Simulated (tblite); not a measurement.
Computed values, GFN2-xTB/tblite, gas phase, harmonic and unscaled. This tight-binding method is rough: wavenumbers can miss measured ones by several per cent, in bad cases by 10 to 20. Modes of hydrogen on gallium and phosphorus can be 10 to 20 % off. One conformer each. Thermal functions are those of the rigid rotor and harmonic oscillator, without mixing of conformers.

**Question.** Order these by their ideal-gas entropy at 500 K and 1 bar, highest first (J/(mol K)).
A. `CCC[C@](C)(CC)OC`
B. `C(PC1CC1)C`
C. `ClC=[Se]`
D. `O=Cn1cccc1`
E. `FC[C@H]1CC[O+]([GaH3-])C1`

**Answer.** A (571.8), E (514.3), B (448.6), D (382.9), C (313.0).

```tsv
SMILES	atoms	mass (u)	symmetry number	modes under 300 cm⁻¹	ZPE (kJ/mol)	S translation (J/(mol K))	S rotation	S vibration	S	Cp
CCC[C@](C)(CC)OC	27	130.14	1	11	645.8	180.3	130.0	261.5	571.8	299.7
FC[C@H]1CC[O+]([GaH3-])C1	20	176.01	1	7	406.2	184.1	129.3	201.0	514.3	250.6
CCPC1CC1	17	102.06	1	6	380.7	177.3	121.7	149.6	448.6	196.9
O=Cn1cccc1	12	95.04	1	3	234.5	176.4	118.4	88.1	382.9	151.1
ClC=[Se]	4	127.89	1	1	39.8	180.1	109.9	23.0	313.0	62.0
```

Entropies and Cp are for 500 K and 1 bar.
